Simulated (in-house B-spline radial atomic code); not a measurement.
The numbers below are computed, except where a source is named.
**Stopping and range of 200 keV Cu in InSb**

The pair potential comes from two frozen, spherical free-atom densities (PBE, B-spline radial code, scalar-relativistic past argon): electrostatics plus the change in Thomas-Fermi kinetic and Dirac exchange energy where they overlap, the recipe behind the universal ZBL potential, which averages such potentials (from solid-state densities) over many pairs. It is written V = (Z1 Z2 e²/r) φ(r/a), with e² = 14.3996 eV·Å and a = 0.46850 Å/(Z1^0.23 + Z2^0.23); ZBL's fit is φ = 0.18175 e^(−3.1998x) + 0.50986 e^(−0.94229x) + 0.28022 e^(−0.4029x) + 0.02817 e^(−0.20162x). Where φ falls below 4e-4 it is continued as an exponential.

The target is taken as amorphous, with density 5.77 g/cm³ (NSM archive of the Ioffe Institute); channelling is ignored. Masses: Cu 63.55, In 114.82, Sb 121.76 u. Nuclear stopping is S_n = 4π a Z1 Z2 e² M1/(M1 + M2) × s_n(ε), with s_n integrated over impact parameters for each pair. Electronic stopping is Lindhard and Scharff's S_e = Z1^(1/6) 8π e² a0 Z1 Z2/(Z1^(2/3) + Z2^(2/3))^(3/2) × v/v0, with a0 = 0.529177 Å and v = v0 at 24.801 keV/u; it misses the oscillations with Z1 seen in experiment, which reach tens of per cent. Compounds add by atom fraction.

```csv
target atom,a (Å),ε at this energy,"s_n, this pair","s_n, ZBL potential"
In,0.10147,0.6384,0.3412,0.3355
Sb,0.10098,0.6231,0.3417,0.3365
```

(1) What are the atom density and the stopping powers at entry?

Along the track:

```tsv
E (keV)	N S_n (eV/nm)	N S_e (eV/nm)
10	680	103
30	879	179
60	956	253
100	973	326
150	957	400
200	931	461
```

(2) Estimate the path length and the projected range.

## Answers

(1) N = 5.77 × 0.602214/118.29 = 0.02938 atoms/Å³. For In: S_n = 9296 × 0.3412 = 3172 eV·Å², S_e = 3.4832 × √200000 = 1558 eV·Å². For Sb: S_n = 9268 × 0.3417 = 3167 eV·Å², S_e = 3.5408 × √200000 = 1584 eV·Å². Averaged over the target's atoms (half each) and times N × 10 Å/nm, the ion loses N S_n = 931 eV/nm to recoils and N S_e = 461 eV/nm to electrons; the nuclear share is 67 %.

(2) With continuous slowing down the path is the integral of dE/(N (S_n + S_e)). Trapezoids over the table give 155 nm, and the stretch below the first row, with stopping taken as √E, adds 2E/(N S) = 26 nm: 180 nm in all, against 175 nm on a fine grid from 5 eV. Deflections shorten the depth: to first order in the energy passed on, N (S_n + S_e) dR_p/dE = 1 − N S_n (M2/M1) R_p/(2E), summed over the target's atoms, and integrating this on the fine grid gives R_p = 92.1 nm, 0.52 of the path. Lindhard's rule of thumb R/(1 + M2/3M1), with mean M2/M1 = 1.86, gives 108 nm. On the ZBL potential the same equation gives 93.5 nm, and the full integral equation, which keeps hard collisions, 101 nm.
